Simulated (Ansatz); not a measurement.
Basis-set extrapolation for C₂H₅AlBF, SMILES `B[C](=C)[AlH][F]` (PBE0-D4/def2-TZVP geometry, frozen core, Ansatz). Multiplicity 1, RHF reference.

|  | def2-TZVPP | def2-QZVPP |
| --- | --- | --- |
| HF | -444.819924 | -444.836843 |
| MP2 correlation | -0.742571 | -0.799625 |
| CCSD(T) correlation | -0.809943 | not run |

Energies in hartree. Use E(X) = E(∞) + A·exp(−7.88·√X) for Hartree–Fock and E(X) = E(∞) + B·X^(−2.97) for correlation, with X = 3 and 4, and add CCSD(T) minus MP2 of the smaller set to the MP2 limit.

What is the CCSD(T) energy at the basis-set limit?

HF limit: -444.836843 + (-0.016919) × 0.13774 = -444.83917. MP2 limit: -0.799625 + (-0.057054) × 0.74074 = -0.84189. Higher-order term: -0.809943 − (-0.742571) = -0.06737. Total: -445.74843 hartree, 311.3 kJ/mol below CCSD(T)/def2-TZVPP.
